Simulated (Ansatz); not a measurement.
Breaking the Ge1–H4 bond in GeH4O2 (SMILES [OH][GeH2][OH]) (multiplicity 1 held, fragments rigid). Energies count from the point at 1.534 Å.
Geometry at that point (charge 0, multiplicity 1):
```xyz
7

Ge     0.33884    -0.06566     0.00760
O     -0.42944     1.43258     0.60497
O     -0.90670    -1.17365    -0.63493
H      1.02668    -0.63794     1.25326
H      1.24372     0.19796    -1.20236
H     -0.88343     1.92366    -0.08772
H     -1.54067    -1.45390     0.03337
```

Signs of static correlation in cc-pVTZ, with CASSCF(2,2), from Ansatz (an electronic-structure program) runs.

| R (Å) | T1 of restricted CCSD | ⟨S²⟩ of UHF | largest double amplitude of restricted CCSD | weight of the CASSCF reference in MRCISD | CASSCF natural occupations |
|---|---|---|---|---|---|
| 1.227 | 0.012 | 0.000 | 0.016 | 0.887 | 1.99 0.01 |
| 1.380 | 0.012 | 0.000 | 0.015 | 0.887 | 1.99 0.01 |
| 1.534 | 0.012 | 0.000 | 0.028 | 0.887 | 1.98 0.02 |
| 1.687 | 0.012 | 0.000 | 0.046 | 0.887 | 1.97 0.03 |
| 1.840 | 0.013 | 0.000 | 0.045 | 0.887 | 1.96 0.04 |
| 2.071 | 0.013 | 0.000 | 0.116 | 0.887 | 1.92 0.08 |
| 2.301 | 0.015 | 0.297 | ___ | 0.887 | 1.88 0.12 |
| 2.684 | 0.020 | 0.747 | 0.278 | 0.888 | 1.75 0.25 |
| 3.067 | 0.030 | 0.911 | 0.407 | 0.888 | 1.56 0.44 |
| 3.528 | ___ | 0.977 | 0.572 | 0.888 | 1.35 0.65 |
| 4.141 | 0.058 | 1.000 | 0.751 | 0.889 | 1.16 0.84 |
| 4.908 | 0.064 | 1.005 | 0.872 | 0.889 | 1.06 0.94 |

Complete the blanks.


- 2.301, largest double amplitude of restricted CCSD: 0.170
- 3.528, T1 of restricted CCSD: 0.044

Doubts at one or more of the structures used: a restricted determinant that unrestricted orbitals would lower (R-CCSD(T)/cc-pVTZ); other coupled-cluster roots lie near (R-CCSD(T)/cc-pVTZ); T1 above 0.05 (R-CCSD(T)/cc-pVTZ, U-CCSD(T)/cc-pVTZ); a spin-contaminated determinant (U-CCSD(T)/cc-pVTZ).
